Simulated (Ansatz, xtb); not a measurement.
**CO2Te: which of two structures lies lower**

Structure I is a singlet given by its coordinates and structure II is a singlet given by its coordinates. Both are isolated molecules in the gas phase, relaxed with PBE0-D3(BJ)/def2-SVP.

I (Å):

```xyz
4

C    -2.8272   -2.0379    1.1634
O    -3.3719   -2.9101    1.6569
O    -0.1403   -1.2585   -0.2996
Te   -1.7251   -0.4684    0.2188
```

Close contacts (Å): C1–O2 1.14, C1–Te4 2.14, O3–Te4 1.85.

II (Å):

| atom | x (Å) | y (Å) | z (Å) |
| --- | --- | --- | --- |
| C | 0.3983 | -0.5944 | 0.5866 |
| O | -0.0991 | -0.9735 | 1.5496 |
| O | 0.9360 | -0.2212 | -0.3842 |
| Te | -0.0149 | 0.9702 | -2.2190 |

Close contacts (Å): C1–O2 1.15, C1–O3 1.17, O3–Te4 2.39.

Problem. Estimate E(II) − E(I) at the level CCSD(T)/def2-TZVPP.

Solution. Calculated at CCSD(T)/def2-TZVPP: E(II) − E(I) = −31.5 kcal/mol, so structure II lies lower.

How the difference moves with the method:

| level | geometry | E(II) − E(I) (kcal/mol) | departure from the last row (kcal/mol) | job, with rough time for the two |
| --- | --- | --- | --- | --- |
| PBE0-D3(BJ)/def2-SVP | PBE0-D3(BJ)/def2-SVP | −49.3 | −17.8 | optimisation, 99 s |
| HF/def2-TZVPP | PBE0-D3(BJ)/def2-SVP | −58.5 | −27.0 | part of the CCSD(T) run |
| MP2/def2-TZVPP | PBE0-D3(BJ)/def2-SVP | −29.4 | +2.1 | part of the CCSD(T) run |
| CCSD(T)/def2-TZVPP | PBE0-D3(BJ)/def2-SVP | −31.5 |  | single point, 4.4 min |

None of the levels shown reverses the order. The largest departure from CCSD(T)/def2-TZVPP is that of HF/def2-TZVPP, 27.0 kcal/mol. The closed-shell reference of II is unstable towards spin breaking, so its energies are less sure. Levels run at GFN2-xTB geometries aren't shown.

With harmonic frequencies from PBE0-D3(BJ)/def2-SVP (ideal gas, rigid rotor, one conformer each, 298.15 K, 1 atm): on the last row, ΔE + ΔZPE = −29.2 kcal/mol. A mode under 50 cm⁻¹ makes harmonic enthalpies and free energies unreliable, so none is given.

The T1 diagnostic of structure I is large, so the coupled-cluster value is less sure. The correlated steps freeze 7 core orbitals; the filled d shell of Te is correlated, in a basis made for valence electrons. Atoms past krypton carry core potentials in the def2 sets and no spin–orbit term is included. Programs: Ansatz 0.2.0; the last row on 1 thread of Intel(R) Xeon(R) Processor @ 2.50GHz (Skylake/Cascade Lake) on a shared host.
